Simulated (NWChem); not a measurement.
System: CdH2S; SMILES [SH][CdH]

Input file for NWChem:

```
start job
memory heap 200 mb stack 900 mb global 1100 mb
geometry units angstroms noautoz
  Cd     0.399596    -0.372253     0.000000
  H      0.660627    -2.020642     0.000000
  S      0.068026     1.973579     0.000000
  H     -1.290018     1.843513     0.000000
end
basis spherical
  * library def2-svp
end
ecp
  Cd library def2-ecp
end
dft
  xc b3lyp
  iterations 150
end
tddft
  nroots 8
end
task tddft energy
```

The geometry was optimised at PBE-D3(BJ)/def2-SVP. def2 effective core potentials on Cd; no spin-orbit coupling.

Vertical excitations in the gas phase.

Q: Predict the main results of this run. (B3LYP/def2-SVP with def2 effective core potentials on Cd, full TDDFT.) Quantities: lowest excitation, singlet (eV); oscillator strength of that lowest state; lowest state with f > 0.02, singlet (eV); oscillator strength of that bright state; lowest triplet (eV); orbital gap (eV).

A: 
```yaml
lowest excitation, singlet (eV): 4.61
oscillator_strength_of_that_lowest_state: 0.003
lowest state with f > 0.02, singlet (eV): 4.87
oscillator_strength_of_that_bright_state: 0.026
lowest triplet (eV): 4.40
orbital gap (eV): 5.59
```
